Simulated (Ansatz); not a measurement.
System: BNH$_{6}$, charge 0, singlet. BNH6 (azaniumylboranuide, SMILES [BH3-][NH3+]).
B3LYP-D3(BJ)/def2-TZVP minimum from Ansatz (a first-principles code):
```xyz
8

B     -0.9205     0.1288    -0.0265
N      0.7210    -0.1009     0.0208
H     -1.3171    -0.6321    -0.8771
H     -1.0639     1.2934    -0.3145
H     -1.3056    -0.1454     1.0853
H      0.9465    -1.0627     0.2580
H      1.1524     0.5023     0.7152
H      1.1430     0.1067    -0.8798
```

Wanted: atomisation energy (electronic, to ground-state atoms), in kcal/mol. Open shells are spin-unrestricted; no spin-orbit coupling. CBS(X,Y): correlation extrapolated as X^-3, Hartree-Fock from the larger set. A bracket is a step between two methods taken in the basis named. Functionals run without relativity, which enters their misses. Double hybrids freeze cores in their MP2 part. 'core' is core correlation in cc-pwCVTZ, 'X2C' scalar relativity in cc-pVTZ-DK, both at CCSD(T). For partners of very few electrons the exact lower level stands in for a higher one.

CCSD(T)/CBS(cc-pVTZ,cc-pVQZ) + [CCSDT(Q) - CCSD(T)]/cc-pVTZ + core + X2C (Ansatz) gives 611.7 kcal/mol.

Task: What does PBE/def2-TZVPD (Ansatz) give here, and how do the other levels compare?

Result: PBE gives 613.7 kcal/mol, 2.0 kcal/mol above it. Differences of the others: r2SCAN/def2-TZVPD (Ansatz) -2.8; B3LYP/def2-TZVPD (Ansatz) 1.3; PBE0/def2-TZVPD (Ansatz) -4.5; wB97M-V/def2-TZVPD (Ansatz) 1.7; B2PLYP/def2-TZVPD (Ansatz) -7.2; CCSD(T)/CBS(cc-pVTZ,cc-pVQZ) + core + X2C (Ansatz) -0.1 kcal/mol. Nearer than PBE: B3LYP/def2-TZVPD, wB97M-V/def2-TZVPD, CCSD(T)/CBS(cc-pVTZ,cc-pVQZ) + core + X2C.
